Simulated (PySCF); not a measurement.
H4BFOSi (SMILES OB(F)[SiH3]), singlet, geometry from GFN2-xTB; PySCF with M062X/6-31G.

The PySCF input:
```python
from pyscf import gto, scf, dft, solvent

mol = gto.M(
    atom='''
B     0.31639535   -0.27710746    0.33821130
F     1.63279525   -0.44084850    0.09019323
O    -0.14638599   -0.83967889    1.45119126
H     0.47847073   -1.32136809    2.00038336
Si   -0.85820610    0.73643461   -0.88458140
H    -2.22179807    0.89199869   -0.36885763
H    -0.98669639    0.09727435   -2.20248271
H    -0.36113687    2.09261550   -1.15722923
''',
    basis='6-31g',
    verbose=4,
)

mf = dft.RKS(mol)
mf.xc = 'm062x'
mf.kernel()
```

Problem. What does PySCF print? Leave out banner, timings and long lists.

Solution. 
```
PySCF version 2.14.0

[INPUT] verbose = 4
[INPUT] num. atoms = 8
[INPUT] num. electrons = 40
[INPUT] charge = 0
[INPUT] spin (= nelec alpha-beta = 2S) = 0
[INPUT] symmetry False subgroup None
[INPUT] Mole.unit = angstrom
[INPUT] Symbol           X                Y                Z      unit          X                Y                Z       unit  Magmom
[INPUT]  1 B      0.316395350000  -0.277107460000   0.338211300000 AA    0.597900558586  -0.523657206474   0.639126729233 Bohr   0.0
[INPUT]  2 F      1.632795250000  -0.440848500000   0.090193230000 AA    3.085535839991  -0.833082927425   0.170440502990 Bohr   0.0
[INPUT]  3 O     -0.146385990000  -0.839678890000   1.451191260000 AA   -0.276629429573  -1.586763134679   2.742354035762 Bohr   0.0
[INPUT]  4 H      0.478470730000  -1.321368090000   2.000383360000 AA    0.904178638321  -2.497023799840   3.780176694537 Bohr   0.0
[INPUT]  5 Si    -0.858206100000   0.736434610000  -0.884581400000 AA   -1.621774487431   1.391659721551  -1.671616580884 Bohr   0.0
[INPUT]  6 H     -2.221798070000   0.891998690000  -0.368857630000 AA   -4.198589856387   1.685633227571  -0.697039899656 Bohr   0.0
[INPUT]  7 H     -0.986696390000   0.097274350000  -2.202482710000 AA   -1.864585945197   0.183821880445  -4.162089115990 Bohr   0.0
[INPUT]  8 H     -0.361136870000   2.092615500000  -1.157229230000 AA   -0.682449777783   3.954470179020  -2.186846308041 Bohr   0.0

nuclear repulsion = 148.226921087141
number of shells = 30
number of NR pGTOs = 128
number of NR cGTOs = 48
basis = 6-31g
ecp = {}

******** <class 'pyscf.dft.rks.RKS'> ********
method = RKS
initial guess = minao
damping factor = 0
level_shift factor = 0
DIIS = <class 'pyscf.scf.diis.CDIIS'>
diis_start_cycle = 1
diis_space = 8
diis_damp = 0
SCF conv_tol = 1e-09
SCF conv_tol_grad = None
SCF max_cycles = 50
direct_scf = True
direct_scf_tol = 1e-13
XC library pyscf.dft.libxc version 7.1.2
    S. Lehtola, C. Steigemann, M. J. T. Oliveira, and M. A. L. Marques,  SoftwareX 7, 1–5 (2018)
XC functionals = m062x
    Y. Zhao and D. G. Truhlar,  Theor. Chem. Acc. 120, 215 (2008)
    Y. Zhao and D. G. Truhlar,  Theor. Chem. Acc. 120, 215 (2008)
radial grids:
    Treutler-Ahlrichs [JCP 102, 346 (1995); DOI:10.1063/1.469408] (M4) radial grids

becke partition: Becke, JCP 88, 2547 (1988); DOI:10.1063/1.454033
pruning grids: <function nwchem_prune>
grids dens level: 3
symmetrized grids: False
atomic radii adjust function: <function treutler_atomic_radii_adjust>
small_rho_cutoff = 0
Set gradient conv threshold to 3.16228e-05
Initial guess from minao.
tot grids = 100808
init E= -492.023519472139
  HOMO = -0.354506845503267  LUMO = -0.0328791730540217  gap/eV = 8.75193
cycle= 1 E= -491.607360413973  delta_E= 0.416  |g|= 0.653  |ddm|= 2.39
  HOMO = -0.343592671787453  LUMO = 0.0208699981721421  gap/eV = 9.91753
cycle= 2 E= -491.597829824623  delta_E= 0.00953  |g|= 0.746  |ddm|= 0.878
  HOMO = -0.37739286669667  LUMO = 0.0178620879113218  gap/eV = 10.75544
cycle= 3 E= -491.694176756011  delta_E= -0.0963  |g|= 0.0291  |ddm|= 0.437
  HOMO = -0.376125138150549  LUMO = 0.0209985269291892  gap/eV = 10.80629
cycle= 4 E= -491.694251310225  delta_E= -7.46e-05  |g|= 0.0297  |ddm|= 0.0449
  HOMO = -0.376006726708927  LUMO = 0.0210274904280361  gap/eV = 10.80385
cycle= 5 E= -491.694399427154  delta_E= -0.000148  |g|= 0.00176  |ddm|= 0.0175
  HOMO = -0.376136533976213  LUMO = 0.0210975050676923  gap/eV = 10.80929
cycle= 6 E= -491.694400783522  delta_E= -1.36e-06  |g|= 0.000467  |ddm|= 0.00399
  HOMO = -0.376135639785369  LUMO = 0.0210460055232025  gap/eV = 10.80786
cycle= 7 E= -491.694400869177  delta_E= -8.57e-08  |g|= 8.46e-05  |ddm|= 0.000806
  HOMO = -0.37612803172133  LUMO = 0.0210597575759608  gap/eV = 10.80803
cycle= 8 E= -491.694400872726  delta_E= -3.55e-09  |g|= 1.28e-05  |ddm|= 0.000191
  HOMO = -0.376132207236459  LUMO = 0.0210565683531194  gap/eV = 10.80806
cycle= 9 E= -491.694400872805  delta_E= -7.86e-11  |g|= 4.64e-06  |ddm|= 2.35e-05
  HOMO = -0.376130175223986  LUMO = 0.0210579036220158  gap/eV = 10.80804
Extra cycle  E= -491.694400872812  delta_E= -6.48e-12  |g|= 3.06e-06  |ddm|= 9.81e-06
converged SCF energy = -491.694400872812
```
